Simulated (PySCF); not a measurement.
Be(OH)(SH) (BeH2OS), SMILES [Be]([SH])[OH]. Geometry optimised at PBE0-D3(BJ)/def2-TZVP. One conformer was computed; it need not be the lowest.

Computed with PBE0-D3(BJ)/def2-TZVP (PySCF 2.14.0).

Harmonic wavenumbers (cm⁻¹): 215, 247, 259, 489, 531, 659, 1375, 2704, 4013. Rotational constants (GHz): 225.5, 3.811, 3.774; symmetry number 1.

Question: Work out the zero-point energy and the ideal-gas rigid-rotor harmonic-oscillator thermochemistry at 298.15 K and 1 atm.

Answer: ZPE = ½ Σ hcν = ½ × 10493 cm⁻¹ = 15.00 kcal/mol. H − E(el) = 18.67 kcal/mol. Entropy in cal/(mol K): translation 38.15, rotation 22.12, vibration 7.07, total 67.34. G − E(el) = -1.41 kcal/mol. Cp = 16.76 cal/(mol K).
